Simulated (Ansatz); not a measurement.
Geometry optimisation, RKS PBE0-D4/def2-SVP in Ansatz.

The input (input.yaml):

```yaml
crystal:
  periodic: [false, false, false]
  atoms:
    - { symbol: Si, position_ang: [-0.806411, -0.781486, -0.038499] }
    - { symbol: S, position_ang: [1.237095, 1.708914, 1.224147] }
    - { symbol: F, position_ang: [-1.709375, -1.893493, -0.75215] }
    - { symbol: F, position_ang: [-0.617189, -1.241154, 1.470565] }
    - { symbol: F, position_ang: [-1.59515, 0.598857, -0.095798] }
    - { symbol: H, position_ang: [1.637557, 1.111462, 0.076085] }
    - { symbol: O, position_ang: [0.654004, -0.68378, -0.908067] }
    - { symbol: H, position_ang: [0.454682, 2.587985, 0.564615] }
    - { symbol: H, position_ang: [0.744787, -1.407304, -1.540698] }
basis:
  gaussian: { orbitals: def2-SVP }
hamiltonian:
  xc: pbe0
  dispersion: d4
relax:
  f_tol: 0.03
  max_steps: 50
output:
  orbitals: {}
```

Command:

```bash
$ ansatz run input.yaml --threads 2 --pin off --max-ram 3072MiB --backend cpu --events-out ev --progress --plain --runs-dir out
```

Problem. Where does it end, and by what steps?

Solution. The forces met the threshold. After 7 steps the energy has fallen by 0.088 eV; H6 moved furthest, 0.17 Å.

| step | energy less start (eV) | largest force component (eV/Å) | accepted |
| --- | --- | --- | --- |
| 0 | 0.0000 | 1.744 | yes |
| 1 | -0.0538 | 1.096 | yes |
| 2 | -0.0736 | 0.362 | yes |
| 3 | -0.0826 | 0.098 | yes |
| 4 | -0.0761 | 0.594 | no |
| 5 | -0.0865 | 0.100 | yes |
| 6 | -0.0871 | 0.074 | yes |
| 7 | -0.0877 | 0.029 | yes |

```xyz
9
Properties=species:S:1:pos:R:3
Si -0.807 -0.801 -0.060
S 1.295 1.793 1.236
F -1.768 -1.874 -0.761
F -0.624 -1.260 1.452
F -1.554 0.607 -0.093
H 1.769 1.217 0.111
O 0.594 -0.733 -0.886
H 0.352 2.469 0.547
H 0.743 -1.417 -1.546
```

The run took 26 s on 2 threads of Arm Neoverse V1 (shared host), peak memory 0.24 GiB.
